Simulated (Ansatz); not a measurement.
C2H7BO2S, SMILES `COB(S)OC` from Hartree–Fock to CCSD(T)

```xyz
13

C     1.585    0.897    1.105
O     0.713    0.005    0.446
B    -0.404    0.430   -0.197
S    -0.843    2.206   -0.246
O    -1.213   -0.463   -0.817
C    -0.893   -1.842   -0.793
H     1.068    1.435    1.905
H     2.395    0.311    1.538
H     2.008    1.624    0.405
H    -1.957    2.012   -0.967
H    -1.670   -2.365   -1.349
H     0.076   -2.030   -1.262
H    -0.863   -2.221    0.232
```

The species carries charge 0 and has multiplicity 1. All single points use the PBE0-D4/def2-TZVP geometry. It is one conformer, not always the lowest. Frozen core, restricted reference, Ansatz. CBS rows extrapolate triple and quadruple zeta; past MP2 they add the triple-zeta difference.

| basis | HF (Eh) | MP2 corr. |
| --- | --- | --- |
| def2-TZVPP | -651.98956 | -1.09138 |
| def2-QZVPP | -652.01291 | -1.17379 |

Task: Estimate the CCSD correlation energy and the (T) correction in each basis where they were run (hartree).

Result: 
```tsv
basis	CCSD corr.	(T)
def2-TZVPP	-1.13993	-0.04544
CBS(def2)	-1.28339	as TZ
```
